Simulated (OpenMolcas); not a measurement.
# Levels of S2+ by method

* Program: OpenMolcas
* Basis: ANO-RCC-VQZP [6s5p3d2f1g]
* Scalar Hamiltonian: DKH2, point nucleus
* Active space: 2 electrons in 9 orbitals (RAS2 3p; RAS3 3d 4s, at most 1 electron)
* State averaging: 2S+1 = 3 even, 3 roots; 2S+1 = 1 even, 6 roots; 2S+1 = 3 odd, 18 roots; 2S+1 = 1 odd, 18 roots
* Spin-orbit coupling: RASSI with atomic mean-field integrals over the reference wave functions, term energies averaged over their components

Methods on the same reference wave functions:
A. RASSCF
B. SS-RASPT2, IPEA 0.25 Eh, imaginary shift 0.1 Eh (closed shells correlated: 2s 2p 3s)
C. MS-RASPT2, IPEA 0.25 Eh, imaginary shift 0.1 Eh (closed shells correlated: 2s 2p 3s)

Energies in cm-1 above 3s2 3p2 3P0, the measured ground level; measured values from NIST levels in Podobedova, Kelleher and Wiese, J. Phys. Chem. Ref. Data 38, 171 (2009).

| Level | A | B | C | Measured |
| --- | --- | --- | --- | --- |
| 3s2 3p2 3P0 | 0.0 | 0.0 | 0.0 | 0.0 |
| 3s2 3p2 3P1 | 264 | 265 | 265 | 299 |
| 3s2 3p2 3P2 | 755 | 754 | 754 | 833 |
| 3s2 3p2 1D2 | 14278 | 11150 | 11150 | 11323 |
| 3s2 3p2 1S0 | 34682 | 32380 | 32380 | 27161 |
| 3s2 3p 3d 3F* 2 | 122264 | 121760 | 121760 | 122118 |
| 3s2 3p 3d 3F* 3 | 122542 | 122010 | 122010 | 122404 |
| 3s2 3p 3d 3F* 4 | 122906 | 122380 | 122380 | 122799 |
| 3s2 3p 3d 1D* 2 | 128065 | 114940 | 114940 |  |
| 3s2 3p 3d 3P* 2 | 138974 | 130060 | 129800 |  |
| 3s2 3p 3d 3P* 1 | 139180 | 130270 | 130050 |  |
| 3s2 3p 3d 3P* 0 | 139296 | 130450 | 130240 |  |
| 3s2 3p 3d 3D* 1 | 142089 | 130960 | 130940 |  |
| 3s2 3p 3d 3D* 2 | 142200 | 131080 | 131060 |  |
| 3s2 3p 3d 3D* 3 | 142311 | 131120 | 131120 |  |
| 3s2 3p 4s 3P* 0 | 145258 | 143600 | 143820 | 146697 |
| 3s2 3p 4s 3P* 1 | 145452 | 143800 | 144030 | 146738 |
| 3s2 3p 4s 3P* 2 | 145968 | 144310 | 144590 | 147147 |
| 3s2 3p 4s 1P* 1 | 148927 | 147020 | 146930 | 148399 |
| 3s2 3p 3d 1P* 1 | 161667 | 149610 | 149710 |  |
| 3s2 3p 3d 1F* 3 | 164654 | 156530 | 156530 | 157610 |

Deviations, from unrounded energies. A percentage is the sum of absolute deviations over the sum of measured energies, with the sign that they share, or ± where signs differ.

```tsv
Against measurement	Levels	A	B	C
mean absolute deviation (cm-1)	12	1900	1500	1400
fine structure of the ground term (%)	2	-9.9	-10.0	-10.0
other terms of the ground configuration (%)	2	+27.2	±14.0	±14.0
other configurations (%)	8	±1.1	-1.1	-1.1
```

B, C lie about equally close to measurement and A furthest from it. The largest miss of C in the table is 3s2 3p2 1S0, by +5200 cm-1. The ranking rests on the paired levels alone, and a cruder setting can come out closer through cancelling errors.

Between B and C the level of the table that moves most is 3s2 3p 4s 3P* 2, by 280 cm-1 (lowest in B, highest in C). Moves below CASPT2's spread within the term are not significant.

The mean deviations of B to C differ by less than CASPT2's widest spread within a term (210 cm-1), so their order carries little weight.

From A to B the spin-free energies of the other terms of 3s2 3p2 shown, above 3P, scale by factors of 0.77 to 0.93.

The lowest spin-free term lies below A's lowest term by 0.116 hartree in B, 0.116 hartree in C.

CASPT2 does not keep the components of a term degenerate, so their means are used; among the terms shown or strongly mixed into the levels shown the widest spread is 210 cm-1 (3s2 3p 3d 3P*, B). Over all roots computed the reference weight is 0.87 to 0.97 in B, 0.87 to 0.97 in C; the roots of lowest weight are the least certain, and an intruder state may touch them. ANO sets are built for valence states and can reach diffuse excited orbitals poorly, and with the s shell closed the s pⁿ⁺¹ terms that mix with these levels are absent. With the s shell closed, the reference lacks s² → p² mixing. Some terms miss by over 15 % even with CASPT2, which points to a basis or an active space too small for the shells correlated (holds for B; C). Computed and measured levels are paired by configuration, term and J; levels that our copy of the source lacks, or whose pairing is in doubt (as where it misses far off the trend of its configuration), stay unpaired and out of the deviations. Levels of configurations outside the active space are missing.

* marks odd parity.
